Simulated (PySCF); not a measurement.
Delta-SCF ions had no search for a lower state. Excitations are Tamm–Dancoff values on a coarser integration grid. The basis has no diffuse functions, so Rydberg states are missing or too high.

Cartesian coordinates (Å):
```xyz
24

B     -2.7886     1.3056    -0.3841
C     -1.5368     0.3958    -0.3069
C     -1.7180    -1.0864     0.0631
C     -0.4764    -1.9225    -0.2700
C      0.7904    -1.3321     0.3600
C      1.0108     0.1396    -0.0516
C      2.2418     0.7137     0.5943
C      3.3202     1.1865    -0.0535
C     -0.2418     0.9806     0.2822
H     -2.6693     2.5197    -0.3949
H     -3.8922     0.8193    -0.5684
H     -1.4311     0.4416    -1.4438
H     -2.6189    -1.5000    -0.4353
H     -1.9139    -1.1489     1.1575
H     -0.3491    -1.9605    -1.3758
H     -0.6149    -2.9727     0.0631
H      0.7089    -1.3823     1.4702
H      1.6830    -1.9321     0.0861
H      1.1522     0.1663    -1.1572
H      2.2271     0.7376     1.7014
H      3.3737     1.1814    -1.1556
H      4.1880     1.5949     0.4875
H     -0.3494     1.0287     1.3901
H     -0.0957     2.0261    -0.0583
```
Charge 0, spin multiplicity 1.

### Question
Estimate the total energy, dipole moment, T1 excitation (TDA), S1–T1 gap (TDA), HOMO–LUMO gap, HOMO, vertical ionisation energy (Delta-SCF) and LUMO that PBE-D3(BJ)/def2-TZVP // PBE-D3(BJ)/def2-SVP (PySCF) returns for this input.

### Answer

| Quantity | Value |
|---|---|
| total energy | -338.3398 Ha |
| dipole moment | 0.80 D |
| T1 excitation (TDA) | 3.91 eV |
| S1–T1 gap (TDA) | 0.09 eV |
| HOMO–LUMO gap | 3.98 eV |
| HOMO | -6.14 eV |
| vertical ionisation energy (Delta-SCF) | 8.64 eV |
| LUMO | -2.16 eV |
